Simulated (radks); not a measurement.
The caesium anion Cs- inside a hard spherical wall (all orbitals vanish at R), configuration held at [Xe] 6s2 and not refilled when levels cross. Calculated with a radial shooting solver on a logarithmic mesh with Libxc functionals: scalar-relativistic Kohn-Sham, LDA (Slater exchange, VWN5 correlation), spin-polarised, spherical densities, finite nucleus; Fermi nuclear charge, rms radius 4.8041 fm. Eigenvalues in eV for spin up, with the zero of energy where the potential of the charges vanishes at infinity; a dash marks a level that is unbound or too diffuse for the functional's potential to be trusted. A positive occupied level is held by the wall or, in an anion where self-interaction has pushed it up, behind a barrier. The pressure on the wall is -dE/dV.

R (bohr)  E (hartree)  kinetic (hartree)    e(4d)    e(5s)   e(5p)   e(6s)  e(6p, empty)  e(5d, empty)  pressure (GPa)
15         -7780.5814           8194.997  -70.200  -22.842  -9.567   0.967         1.984         2.608          0.0190
12         -7780.5701           8195.040  -69.582  -22.231  -8.967   1.434         2.728         3.333           0.112
10         -7780.5469           8195.118  -68.801  -21.464  -8.220   2.135         3.801         4.202           0.429
7          -7780.4003           8195.566  -66.399  -19.183  -6.046   5.267         8.453         7.032            5.27
6          -7780.2345           8196.094  -64.710  -17.687  -4.645   8.171        12.582         9.062            15.8
5          -7779.8312           8197.464  -61.475  -15.029  -2.115  14.351        20.876        12.789            60.0
3          -7773.7957           8217.092  -36.288    5.638  20.799  78.580        95.663        45.191            2470
2          -7745.4883           8299.479   13.526   73.171  99.720  281.28        312.30        145.59           40300
1.5        -7674.0819           8495.615   92.600   233.96  276.61  663.29        704.49        340.91          279000
